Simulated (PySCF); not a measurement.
Isomers of C6H6FN3, mass 139.055 u with the commonest isotopes. Level of theory: PBE0/pcSseg-1 in PySCF (dipole) on a GFN2-xTB geometry, gas phase. One conformer each, none proved a minimum here; rigid rotors.

Problem. Order these by out-of-plane moment Σ m c² = (Ia + Ib − Ic)/2, largest first.
A. `[CH3:1][CH2:2][n:3]1[n:4][c:5]([F:6])[cH:7][c:8]1[C:9]#[N:10]` with C1–C2–N3–N4 102°
B. `[CH:1]#[C:2][CH2:3][n:4]1[n:5][c:6]([CH3:7])[c:8]([F:9])[n:10]1` with C2–C3–N4–N5 -88°
C. `[CH:1]#[C:2][c:3]1[n:4][n:5]([CH2:6][CH3:7])[n:8][c:9]1[F:10]` with N4–N5–C6–C7 89°

Solution. B (52.70 u·Å²), C (22.75 u·Å²), A (19.91 u·Å²).

Problem. Order these by rotational constant B, largest first.
A. `[CH:1]#[C:2][c:3]1[n:4][n:5]([CH2:6][CH3:7])[n:8][c:9]1[F:10]` with N4–N5–C6–C7 89°
B. `[CH3:1][CH2:2][n:3]1[n:4][c:5]([F:6])[cH:7][c:8]1[C:9]#[N:10]` with C1–C2–N3–N4 102°
C. `[CH:1]#[C:2][CH2:3][n:4]1[n:5][c:6]([CH3:7])[c:8]([F:9])[n:10]1` with C2–C3–N4–N5 -88°

Solution. B (1063 MHz), A (908.0 MHz), C (842.4 MHz).

Problem. Order these by rotational constant A, largest first.
A. `[CH:1]#[C:2][c:3]1[n:4][n:5]([CH2:6][CH3:7])[n:8][c:9]1[F:10]` with N4–N5–C6–C7 89°
B. `[CH3:1][CH2:2][n:3]1[n:4][c:5]([F:6])[cH:7][c:8]1[C:9]#[N:10]` with C1–C2–N3–N4 102°
C. `[CH:1]#[C:2][CH2:3][n:4]1[n:5][c:6]([CH3:7])[c:8]([F:9])[n:10]1` with C2–C3–N4–N5 -88°

Solution. C (2687 MHz), A (2541 MHz), B (2139 MHz).

```csv
SMILES,point group,Ia (u·Å²),Ib (u·Å²),Ic (u·Å²),κ,μa (D),μb (D),μc (D)
C#Cc1nn(CC)nc1F,C1,198.92,556.60,710.02,-0.79,1.85,1.08,0.07
C#CCn1nc(C)c(F)n1,C1,188.06,599.96,682.62,-0.90,0.71,1.29,0.35
CCn1nc(F)cc1C#N,C1,236.29,475.26,671.72,-0.55,0.30,1.55,0.05
```
